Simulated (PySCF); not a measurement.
Constitutional and geometric isomers with formula C2H6N2. Gas-phase values, no solvent. One relaxed conformer stands for each flexible species; it need not be the lowest. Strings in code marks are SMILES.

The S1–T1 gap (TDA) from two functionals at the same geometries (B3LYP-D3(BJ)/def2-TZVP), both in PySCF: PBE-D3(BJ)/def2-TZVP and TPSSh-D3(BJ)/def2-TZVP. Excitations are Tamm–Dancoff values on a coarser integration grid. The basis has no diffuse functions, so Rydberg states are missing or too high.

| species | TPSSh-D3(BJ)/def2-TZVP (eV) |
|---|---|
| `[H]/N=C(/C)N` | 1.25 |
| `C/N=C/N` | 1.44 |
| `C/N=C\N` | 1.30 |
| `C=NCN` | 0.62 |
| `C=C(N)N` | 0.99 |
| `[H]/N=C\NC` (C–N–C–N torsion 6°) | 1.28 |
| `N1CNC1` | 0.26 |

What does PBE-D3(BJ)/def2-TZVP give for each?


- `[H]/N=C(/C)N`: 0.78
- `C/N=C/N`: 1.18
- `C/N=C\N`: 0.81
- `C=NCN`: 0.13
- `C=C(N)N`: 0.52
- `[H]/N=C\NC` (C–N–C–N torsion 6°): 0.84
- `N1CNC1`: 0.22
Over these rows, drawn at random from the members with no instability flagged (it was tested for open shells, ions and some series alone), PBE minus TPSSh-D3(BJ): mean -0.38 eV, from -0.49 eV to -0.04 eV.
